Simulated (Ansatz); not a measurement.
H$_{4}$SSeSn (`[SH][SnH2][SeH]`). The species carries charge 0 and has multiplicity 1. Sn takes the def2 core potential. The structure was optimised at the PBE0-D4/def2-TZVP level. It is one conformer, not always the lowest.

```xyz
7

S     0.028    2.236   -0.303
Sn   -0.673   -0.014    0.156
Se    1.196   -1.332    1.239
H     1.070    1.845   -1.055
H    -1.961    0.153    1.255
H    -1.098   -0.816   -1.287
H     1.437   -2.073   -0.006
```

What is the dipole moment at PBE/def2-TZVPP? (Estimate.)

Computed: 1.42 D, with components (-0.36, -1.00, -0.94) D in this frame, pointing from negative to positive charge.

And with r2SCAN, B3LYP, ωB97M-V? (An estimate is asked.)

Ansatz gave: r2SCAN 1.53 D, B3LYP 1.46 D, ωB97M-V 1.52 D.

Give the Mulliken charges with PBE, ωB97M-V, B3LYP in def2-TZVPP. (Estimate.)

Computed: 
| atom | PBE | ωB97M-V | B3LYP |
| --- | --- | --- | --- |
| S1 | -0.36 | -0.34 | -0.37 |
| Sn2 | 0.64 | 0.55 | 0.70 |
| Se3 | -0.28 | -0.28 | -0.29 |
| H4 | 0.12 | 0.12 | 0.11 |
| H5 | -0.09 | -0.06 | -0.11 |
| H6 | -0.10 | -0.07 | -0.11 |
| H7 | 0.07 | 0.09 | 0.06 |

B3LYP here is the variant with VWN-RPA as its local correlation; programs differ in this.
